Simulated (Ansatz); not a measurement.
`[SiH3]C1BO1` + H₂O → `O[SiH3]` + `B1CO1` at 400 K and 1 bar (formal hydrolysis of the Si–C bond).

Isolated molecules relaxed with PBE0-D4/def2-TZVP in Ansatz; ΔE leaves out vibrations. CCSD(T)/CBS is the MP2 limit (def2-TZVPP, def2-QZVPP) plus CCSD(T) − MP2 in def2-TZVPP, frozen cores. This one scheme is used for every species.

| species | CCSD(T)/CBS energy (Eh) | H − E (kJ/mol) | S (J/(mol·K)) |
| --- | --- | --- | --- |
| `[SiH3]C1BO1` | -430.08021 | 176.7 | 332.8 |
| H₂O | -76.37941 | 69.8 | 198.6 |
| `O[SiH3]` | -366.69042 | 120.0 | 276.4 |
| `B1CO1` | -139.80191 | 127.6 | 263.6 |

H − E and S are ideal-gas, rigid-rotor, harmonic terms from PBE0-D4/def2-TZVP, for one conformer and one mirror image of each species. 1 Eh = 2625.50 kJ/mol, R = 8.31446 J/(mol·K).

Problem. By hand: ΔE, ΔH, ΔS and ΔG.

Solution. ΔE = (-366.69042) + (-139.80191) − (-430.08021) − (-76.37941) = -0.03271 Eh = -85.9 kJ/mol. Δ(H − E) = 120.0 + 127.6 − 176.7 − 69.8 = 1.1, so ΔH = -84.8 kJ/mol. ΔS = 276.4 + 263.6 − 332.8 − 198.6 = 8.6 J/(mol·K). ΔG = -84.8 − 400 × (8.6)/1000 = -88.2 kJ/mol.

Problem. By hand: the equilibrium constant, and the temperature at which ΔG would vanish if ΔH and ΔS stayed fixed.

Solution. log₁₀ K = −ΔG/(RT ln 10) = 11.5. ΔH and −TΔS have one sign here, so there is no such temperature.

The number of gas molecules stays the same, so ΔS is small and ΔH decides. A doubt of 5 kJ/mol in ΔE shifts log₁₀ K by 0.7 here. Other conformers and mirror images would add mixing entropy, several J/(mol·K) or more a flexible species. These are equilibria of isolated gas molecules and say nothing of rates. Largest T1 diagnostic: 0.016 (customary marks: 0.02 for closed shells, 0.045 for open ones).

ΔS is within the doubt of such terms, so its sign, and with it that verdict, could turn.
